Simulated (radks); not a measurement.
The numbers below are computed, except where a source is named.
Task: Species: C+. Configuration: [He] 2s2 2p1 (the NIST ground configuration). Code: a radial shooting solver on a logarithmic mesh with Libxc functionals. Model: scalar-relativistic Kohn-Sham, LDA (Slater exchange, Perdew-Wang correlation), spin-polarised, spherical densities, point nucleus; open shells are filled with parallel spins first; hard spherical wall at 2 bohr. Some entries of the table are withheld. Estimate them.

orbital  occ.  eigenvalue (eV)  r(max) (bohr)  <r> (bohr)
1s up       1        -264.2250         0.1759      0.2754
1s down     1        -263.1397         0.1757      0.2744
2s up       1          -2.2984          1.041       1.053
2s down     1           0.1702          1.046       1.057
2p up       1           5.0907         0.9271      0.9762
2p down     0           7.8382         0.9356      0.9807
3d up       0          67.6277            (1)       1.223
3d down     0          69.8251            (2)       1.227
3p up       0              (3)            (4)       1.061
3p down     0              (5)            (6)       1.058
3s up       0         132.0363          1.538       1.112
3s down     0         134.1554          1.540       1.111

Result: 
(1) 3d up r(max) (bohr): 1.259
(2) 3d down r(max) (bohr): 1.264
(3) 3p up eigenvalue (eV): 113.9968
(4) 3p up r(max) (bohr): 1.492
(5) 3p down eigenvalue (eV): 116.1489
(6) 3p down r(max) (bohr): 1.494
